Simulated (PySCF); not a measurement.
**Fine-structure interval along the 5-electron series**

Calculated with PySCF 2.14 and a two-component X2C-1e Hamiltonian (Gaussian nucleus, no Breit or QED terms), each ion in its own even-tempered basis scaled to its charge; GMP2 freezes nothing and drops the highest virtual spinors. Values in cm⁻¹.

```csv
ion,configuration,GHF (screened spin-orbit),GMP2 (screened spin-orbit),GHF (bare spin-orbit)
Yb⁶⁵⁺,[He] 2s2 2p1,9262700,9245100,9562900
Lu⁶⁶⁺,[He] 2s2 2p1,9874300,9856300,10191000
Hf⁶⁷⁺,[He] 2s2 2p1,10519000,10500000,10852000
```

Between Z = 70 and Z = 72 the GHF (bare spin-orbit) value grows as Z to the power 4.49.
